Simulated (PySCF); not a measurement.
System: phosphanylboronic acid, sum formula H₄BPO₂, net charge 0, singlet state. 
Geometry from a B3LYP-D3(BJ)/def2-TZVP (Ansatz) optimisation:
```
B
O 1 1.3600
H 2 0.9657 1 112.68
O 1 1.3691 2 118.34 3 -0.10
H 4 0.9606 1 115.17 2 179.05
P 1 1.9451 2 117.74 3 -175.22
H 6 1.4144 1 96.29 2 -47.31
H 6 1.4187 7 95.01 1 97.25
```
Charge 0, spin multiplicity 1.

Dispersion corrections to the total energy (kcal/mol) from the dftd3 and dftd4 libraries through PySCF: D3(BJ) without and D4 with the three-body term, each with the damping fitted for the functional named.

```tsv
functional	D3(BJ)	D4
HF	?	-11.83
B2PLYP	-2.69	-2.22
BLYP	?	-7.18
HSE06	?	-2.47
revPBE	-8.23	-10.31
PBE0	-2.80	-2.66
B3LYP	-5.74	-5.17
```

Complete the blanks.


- HF, D3(BJ): -26.81
- BLYP, D3(BJ): -7.02
- HSE06, D3(BJ): -2.13
